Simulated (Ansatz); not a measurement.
Computed with Ansatz on PBE0-D4/def2-TZVP structures; ΔE is electronic, products minus reactants. CCSD(T)/CBS adds triple-zeta CCSD(T) − MP2 to the extrapolated MP2 energy (def2 sets, frozen cores). DFT in def2-TZVPP. Each species was taken in one conformer, which may not be the lowest.

Consider the substitution at a C–N bond: `FC[N]1[CH2][AlH]1` + `CC(O)F` → `CC(F)OCF` + `[CH2]1[NH][AlH]1`.

```tsv
level	ΔE (kcal/mol)
r2SCAN-D4	5.8
PBE0-D4	6.5
ωB97M-V	5.6
HF/CBS(def2)	4.5
```

Task: What does CCSD(T)/CBS give? (Best estimate.)

Result: Computed: +5.7 kcal/mol. The listed levels differ from it by 0.1, 0.8, -0.1, -1.2 kcal/mol.

Largest T1 diagnostic among the species: 0.015.

In def2-TZVPP, CCSD(T) changes the Hartree–Fock value by +0.9 kcal/mol (the triples alone add +0.0 kcal/mol) and MP2 by +2.0 kcal/mol.
